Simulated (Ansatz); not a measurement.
Geometry optimisation, Ansatz 0.2.0, UKS PBE-D4/def2-SVP.

Input:

```yaml
crystal:
  periodic: [false, false, false]
  atoms:
    - { symbol: Zn, position_ang: [-0.015162, 0.054613, -0.324185] }
    - { symbol: Cl, position_ang: [-0.008438, 0.030393, 3.099766] }
    - { symbol: O, position_ang: [0.01295, -0.046644, -2.143026] }
    - { symbol: H, position_ang: [0.265952, -0.957928, -2.399537] }
    - { symbol: Cl, position_ang: [-0.000601, 0.002166, 5.169882] }
magnetization:
  spin_polarized: true
  initial_magnetization: 1
basis:
  gaussian: { orbitals: def2-SVP }
hamiltonian:
  xc: pbe
  dispersion: d4
relax:
  f_tol: 0.03
  max_steps: 50
output:
  orbitals: {}
```

Run as:

```bash
$ ansatz run input.yaml --threads 2 --pin off --max-ram 3072MiB --backend cpu --events-out ev --progress --plain --runs-dir out
```

Q: Where does it end, and by what steps?

A: The run converged. After 28 steps the energy has fallen by 2.841 eV; Cl5 moved furthest, 2.64 Å. Parted: Cl2–Cl5 (2.07 → 3.22 Å). Joined: Zn1–Cl2 (3.42 → 2.21 Å), Zn1–Cl5 (5.49 → 2.21 Å).

```tsv
step	energy less start (eV)	largest force component (eV/Å)	accepted
0	0.0000	1.376	yes
1	-0.2345	1.409	yes
2	-0.5476	2.101	yes
3	-1.0741	2.550	yes
4	-1.5721	1.195	yes
5	-1.6847	1.474	yes
6	-1.6981	1.124	yes
7	-1.7373	0.278	yes
8	-1.7906	0.315	yes
9	-1.8439	0.299	yes
10	-1.8906	0.109	yes
11	-1.9268	0.098	yes
12	-1.9633	0.094	yes
13	-1.9988	0.132	yes
14	-2.0393	0.156	yes
15	-2.0943	0.235	yes
16	-2.1757	0.352	yes
17	-2.3078	0.520	yes
18	-2.5030	0.654	yes
19	-2.7092	0.391	yes
20	-2.7412	0.490	yes
21	-2.7535	1.576	yes
22	-2.7784	1.194	yes
23	-2.8083	0.517	yes
24	-2.8272	0.407	yes
25	-2.8383	0.108	yes
26	-2.8408	0.039	yes
27	-2.8409	0.036	yes
28	-2.8414	0.007	yes
```

```xyz
5
Properties=species:S:1:pos:R:3
Zn -0.088 -0.130 0.892
Cl -0.255 1.855 1.852
O -0.215 -0.704 -0.850
H 0.647 -0.753 -1.311
Cl 0.165 -1.185 2.820
```

Whether the end is a true minimum wasn't checked by a vibrational analysis.

Time of the run: 69 s on 2 threads of AMD EPYC 7R32 (Zen 2) (shared host), peak memory 0.25 GiB.
